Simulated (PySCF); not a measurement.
## Distorted geometries of [Gd(PH3)2]3+

[Gd(PH3)2]3+ (singlet in the valence; each metal's 4f electrons, 7 of them, lie in its core potential, out of spins and levels). PySCF 2.14.0, RKS TPSS, Gd lcecp-1-SVP with ECP53, P def2-SVP, H def2-SVP; non-relativistic Hamiltonian with scalar-relativistic core potentials where named; density fitting; no spin-orbit coupling. Relaxed geometry:

```xyz
9

Gd   -1.4091   -0.0334    0.0000
P     0.1904    0.0045    2.5059
H     1.5980    0.0069    2.3104
H    -0.0788    1.1448    3.3128
H    -0.0707   -1.1153    3.3435
P     0.1904    0.0045   -2.5059
H     1.5980    0.0069   -2.3104
H    -0.0707   -1.1153   -3.3435
H    -0.0788    1.1448   -3.3128
```

Question: Order these distorted geometries by energy above the relaxed one, lowest first.
A.
```xyz
9

Gd   -1.3982   -0.0341    0.0367
P     0.2617   -0.0003    2.5463
H     1.6560   -0.1080    2.2806
H    -0.0554    1.1430    3.2975
H    -0.0865   -1.0894    3.3065
P     0.1819    0.0315   -2.5303
H     1.4511   -0.0503   -2.2817
H    -0.0251   -1.0122   -3.3528
H    -0.1167    1.1683   -3.3029
```
B.
```xyz
9

Gd   -1.3110   -0.1566    0.0921
P     0.1434   -0.2114    2.4011
H     1.5643    0.0716    2.2831
H    -0.1574    0.9589    3.1653
H     0.0020   -1.2052    3.4356
P     0.1766    0.1118   -2.6003
H     1.7381    0.2212   -2.3961
H    -0.0567   -0.8891   -3.3523
H    -0.2303    1.1473   -3.0284
```
C.
```xyz
9

Gd   -1.3699    0.2405    0.1731
P     0.2476    0.1015    2.6447
H     1.5267   -0.0443    2.3921
H     0.0956    1.0103    3.2946
H    -0.0511   -1.3903    3.2168
P     0.2424   -0.0084   -2.4494
H     1.5398    0.0272   -2.5096
H    -0.0852   -1.0434   -3.5312
H    -0.2770    1.1555   -3.2311
```

Answer: A (0.38 eV), B (1.68 eV), C (2.68 eV).

Question: Which forces (eV/Å) act in the one that lies 0.38 eV up?

Answer: 
```
Gd   0.08 -0.02 -0.06
P   -0.02  0.37 -1.33
H   -0.06  0.19  0.24
H    0.21  0.29  0.29
H   -0.19 -0.86  0.74
P   -3.26  1.14  0.80
H    3.60  0.13  0.61
H   -0.51 -1.56 -1.15
H    0.16  0.32 -0.14
```
Forces carry noise of the integration grid, about 0.01 to 0.03 eV/Å.

No frequency check is given that shows the relaxed geometry to be a minimum. An lcecp potential fixes the number of 4f electrons, so in runs with it no electron can move into or out of that shell.
